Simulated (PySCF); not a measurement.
Gas-phase reaction: 3 Cu + 3 Cl ⇌ Cu₃Cl₃

Energies from PySCF (xtb for GFN2), thermal terms from the rigid-rotor harmonic-oscillator model, ideal gas at 1 bar. Table values come from the NASA 1993 polynomials. † marks an energy on the PBE0/def2-TZVP geometry and frequencies; other levels use their own. MP2 freezes the core. 6-31G* has spherical d functions here. Open shells (unrestricted): Cu (multiplicity 2), Cl (multiplicity 2); the rest are closed-shell singlets. GFN2 has no spin-polarisation term. Spin-orbit splitting is ignored; it lowers the true energy and changes the entropy of Cl. B3LYP is the form with VWN-RPA correlation. Cu: all electrons, no relativistic terms. MP2 isn't extrapolated to the basis-set limit. The table's entry may be an old estimate for Cu₃Cl₃ (not checked at source).

```json
[
 {"level": "table", "ΔH°(298 K), kJ": "-1635.3"},
 {"level": "B3LYP/def2-TZVP†", "ΔH°(298 K), kJ": "(withheld)"},
 {"level": "BLYP/def2-TZVP†", "ΔH°(298 K), kJ": "-1463.0"},
 {"level": "GFN2-xTB", "ΔH°(298 K), kJ": "(withheld)"},
 {"level": "HF/6-31G*", "ΔH°(298 K), kJ": "-1491.3"},
 {"level": "M06-2X/def2-TZVP†", "ΔH°(298 K), kJ": "(withheld)"},
 {"level": "MP2/def2-SVP†", "ΔH°(298 K), kJ": "-1703.3"},
 {"level": "MP2/def2-TZVPP†", "ΔH°(298 K), kJ": "-1664.6"},
 {"level": "PBE/def2-TZVP†", "ΔH°(298 K), kJ": "-1607.4"},
 {"level": "PBE0/def2-SVP†", "ΔH°(298 K), kJ": "-1687.7"},
 {"level": "r2SCAN/def2-TZVP†", "ΔH°(298 K), kJ": "(withheld)"},
 {"level": "LDA/def2-TZVP†", "ΔH°(298 K), kJ": "-1916.6"}
]
```

Some entries are withheld; supply them.


- B3LYP/def2-TZVP†, ΔH°(298 K), kJ: -1464.2
- GFN2-xTB, ΔH°(298 K), kJ: -2152.3
- M06-2X/def2-TZVP†, ΔH°(298 K), kJ: -1533.8
- r2SCAN/def2-TZVP†, ΔH°(298 K), kJ: -1675.2
